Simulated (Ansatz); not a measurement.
This geometry of CH7F2NSi2 (13 atoms, charge 0, multiplicity 1) is a first-order saddle point.

Computed with RKS BHLYP-D4/def2-SVP (Ansatz).

```xyz
13
Properties=species:S:1:pos:R:3
N -1.849 -0.637 -1.428
C -0.787 0.188 -0.931
Si 0.143 -0.633 0.480
F -0.890 -0.890 1.708
Si 1.869 0.743 1.278
F 1.314 2.269 1.173
H -1.662 -1.523 -1.850
H -2.805 -0.357 -1.350
H -1.208 1.117 -0.534
H -0.083 0.516 -1.713
H 0.659 -1.959 0.063
H 2.238 0.483 2.686
H 3.081 0.649 0.431
```

**Question.** Which two structures does it join? (They come from a converged band through this point; their orientation in space is the band's.)

**Answer.** No bond is made or broken. The height of N1 over the plane of its neighbours goes from 0.37 to -0.36 Å.

Initial state:

```xyz
13
Properties=species:S:1:pos:R:3
N -1.900 -0.513 -1.534
C -0.715 0.199 -1.075
Si 0.132 -0.599 0.401
F -1.034 -0.847 1.511
Si 1.782 0.762 1.362
F 1.210 2.281 1.304
H -1.670 -1.444 -1.852
H -2.568 -0.617 -0.784
H -0.991 1.225 -0.807
H -0.005 0.304 -1.904
H 0.666 -1.937 0.047
H 2.078 0.430 2.772
H 3.036 0.722 0.575
```

Final state:

```xyz
13
Properties=species:S:1:pos:R:3
N -1.903 -0.637 -1.361
C -0.863 0.198 -0.794
Si 0.086 -0.689 0.554
F -0.873 -0.966 1.832
Si 1.851 0.687 1.258
F 1.328 2.215 1.069
H -1.514 -1.415 -1.873
H -2.486 -0.121 -2.003
H -1.317 1.070 -0.309
H -0.139 0.614 -1.519
H 0.571 -2.007 0.078
H 2.225 0.495 2.675
H 3.054 0.520 0.408
```

**Question.** How far does it lie above each of them?

**Answer.** 0.193 eV above the first and 0.186 eV above the second. This is the barrier of this one path; another mechanism may lie lower.

Run time: 120 s on 2 threads of Arm Neoverse V2, on a shared host, peak memory 0.32 GiB.
